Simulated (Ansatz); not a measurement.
Si₅Te₃. Charge 0, multiplicity 1. Geometry PBE-D4/def2-SVP.

```xyz
8

Si    0.7196    2.0441    0.5709
Si    0.2272   -0.0109    2.1380
Si   -0.6923   -0.9788   -2.0509
Si    1.0829   -1.9455   -0.8274
Si   -1.6988    1.0389    0.8119
Te   -1.2547   -1.7201    0.4609
Te   -0.7134    1.6144   -1.5995
Te    2.3294   -0.0420    0.4961
```

In the def2 sets Te takes a core potential; there is no spin–orbit coupling. The structure comes from a short search, and lower isomers may exist.

(1) Estimate the orbital energies around the gap (eV) in Ansatz with PBE-D4/def2-TZVP, revPBE-D4/def2-TZVP, r2SCAN-D4/def2-TZVP, r2SCANh-D4/def2-TZVP, PBE0-D4/def2-SVP.

Results:

(1) 
```csv
orbital,PBE-D4/def2-TZVP,revPBE-D4/def2-TZVP,r2SCAN-D4/def2-TZVP,r2SCANh-D4/def2-TZVP,PBE0-D4/def2-SVP
HOMO−5,-6.71,-6.66,-6.99,-7.30,-7.83
HOMO−4,-6.36,-6.30,-6.58,-6.90,-7.40
HOMO−3,-6.18,-6.12,-6.38,-6.69,-7.17
HOMO−2,-5.93,-5.88,-6.17,-6.48,-6.95
HOMO−1,-5.70,-5.65,-5.91,-6.22,-6.70
HOMO,-5.02,-4.97,-5.20,-5.48,-5.95
LUMO,-3.42,-3.35,-3.42,-3.20,-3.01
LUMO+1,-3.08,-3.02,-3.08,-2.86,-2.67
LUMO+2,-3.00,-2.92,-2.95,-2.72,-2.49
LUMO+3,-2.27,-2.21,-2.19,-1.95,-1.71
LUMO+4,-2.17,-2.10,-2.07,-1.82,-1.56
LUMO+5,-1.82,-1.74,-1.66,-1.43,-1.13
```
